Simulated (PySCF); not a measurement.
Mapped SMILES: `[F:1][C:2]([F:3])([F:4])[CH2:5]/[CH:6]=[N:7]\[SiH3:8]`; H(Xn) means a hydrogen on atom n.

Geometry: PBE0-D3(BJ)/def2-SVP; GIAO absolute shieldings from PySCF, gas phase, non-relativistic, averaged over equivalent atoms.

At PBE0/pcSseg-1 (173 basis functions, 38 s wall time on 1 thread of an Intel Xeon Platinum 8259CL, shared host):
| atoms | σ (ppm) |
| --- | --- |
| F1/F3/F4 | 254.8 |
| C6 | 8.6 |
| C2 | 54.8 |
| C5 | 139.9 |
| N7 | -130.6 |
| Si8 | 419.5 |
| H(C6) | 22.56 |
| H(Si8) | 26.28 |
| H(C5) | 28.49 |

What do these become at wB97X-D/pcSseg-1?

## Answers


```json
{"atoms": "F1/F3/F4", "σ at wB97X-D/pcSseg-1": "258.3", "change": "+3.5"}
{"atoms": "C6", "σ at wB97X-D/pcSseg-1": "8.1", "change": "-0.5"}
{"atoms": "C2", "σ at wB97X-D/pcSseg-1": "55.0", "change": "+0.2"}
{"atoms": "C5", "σ at wB97X-D/pcSseg-1": "139.7", "change": "-0.2"}
{"atoms": "N7", "σ at wB97X-D/pcSseg-1": "-132.1", "change": "-1.5"}
{"atoms": "Si8", "σ at wB97X-D/pcSseg-1": "418.6", "change": "-0.9"}
{"atoms": "H(C6)", "σ at wB97X-D/pcSseg-1": "22.77", "change": "+0.21"}
{"atoms": "H(Si8)", "σ at wB97X-D/pcSseg-1": "26.49", "change": "+0.21"}
{"atoms": "H(C5)", "σ at wB97X-D/pcSseg-1": "28.63", "change": "+0.14"}
```

The largest change is at F1/F3/F4 (fluorine of a CF3 group). Cost: 173 basis functions, 34 s wall time on 1 thread of an Intel Xeon Platinum 8259CL, shared host. The order of the carbon signals is the same at both levels.
